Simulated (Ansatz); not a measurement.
Cost and result for the atomization energy of C2H6GaGeN (`C#[C][GeH2][GaH][NH2]`) (11 atoms, 10 bonds).

```xyz
11

C    -1.010   -3.015   -0.581
C    -0.940   -1.826   -0.769
Ge   -0.785    0.063   -0.975
Ga    0.168    0.965    1.081
N     1.731    1.870    0.915
H    -1.079   -4.068   -0.426
H    -2.197    0.595   -1.281
H     0.091    0.310   -2.217
H    -0.431    0.835    2.519
H     2.217    2.001    0.044
H     2.235    2.269    1.689
```

Total charge 0; spin multiplicity 1. Correlated methods include outer-core shells of Ga, Ge, which these sets cover unevenly. Scalar relativity is left out up to krypton. The geometry is a stationary point of PBE0-D4/def2-TZVP. It is one conformer, not always the lowest. Program: Ansatz. All runs use 2 threads of an AMD EPYC 7R13 on a shared host and a share of an NVIDIA H100 80 GB. Times are those of one run each, without the atoms' runs, and a repeat can differ threefold. Electronic energies, without spin–orbit coupling; frozen cores. CCSD(T)/CBS adds CCSD(T) − MP2 in def2-TZVPP to the MP2 limit, and its time is that of the two runs behind it. T1 = 0.014. With those shells the extrapolation isn't a true limit. B3LYP takes the VWN-RPA correlation (the form of Gaussian; ORCA's B3LYP/G).

CCSD(T)/CBS is a level of theory with its own doubt, some kJ/mol a heavy atom from the limit and from the frozen cores, so smaller differences don't rank the functionals.

```
                             level  functions  wall time  atomization (kcal/mol)  difference from CCSD(T)/CBS  per bond
                 B2PLYP/def2-TZVPP        273      1.9 s                   873.4                        -13.0      -1.3
 B3LYP-D4/def2-TZVPP (with forces)        273      2.2 s                   878.7                         -7.7      -0.8
                ωB97X-V/def2-TZVPP        273      2.2 s                   885.4                         -1.0      -0.1
   PBE-D4/def2-TZVPP (with forces)        273      2.5 s                   896.9                         10.5       1.0
                PBE0-D4/def2-TZVPP        273      2.5 s                   879.9                         -6.5      -0.7
r2SCAN-D4/def2-TZVPP (with forces)        273      2.6 s                   882.7                         -3.7      -0.4
  ωB97M-V/def2-TZVPP (with forces)        273      2.9 s                   880.0                         -6.4      -0.6
                CCSD(T)/def2-TZVPP        273      4.3 s                   865.6                        -20.8      -2.1
                    MP2/def2-QZVPP        529      4.7 s                   890.6                          4.2       0.4
                 CCSD(T)/CBS(def2)          –        9 s                   886.4                          0.0       0.0
```

From PBE to PBE0 (25 % exact exchange), in def2-TZVPP and without D4, the atomization energy moves by −16.2 kcal/mol: exact exchange takes away binding that semilocal exchange gives to molecules. The D4 term adds +9.3 kcal/mol with B3LYP and +4.9 kcal/mol with PBE0; it sums over pairs of atoms, weighted by their polarisabilities, and B3LYP, whose exchange is more repulsive, gets the larger term. In def2-TZVPP, CCSD(T) changes the Hartree–Fock value by +249.3 kcal/mol (the triples alone add +16.1 kcal/mol) and MP2 by +262.1 kcal/mol; breaking electron pairs costs correlation energy, which Hartree–Fock lacks.
